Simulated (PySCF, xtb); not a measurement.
CaCl2, SMILES [Cl][Ca][Cl].

GFN2-xTB (xtb) at its own geometry gives an orbital gap of 2.42 eV and a dipole moment of 4.13 D.

Geometry: B3LYP-D3(BJ)/def2-TZVP. The isomer is the one that the SMILES or the coordinates give; other isomers of the formula were not compared.

What does B3LYP/def2-TZVPD (PySCF) give? (The exact figures need the calculation; the answer reports its results.)

gap 5.55 eV (levels -8.07 and -2.51 eV), dipole 0.00 D.
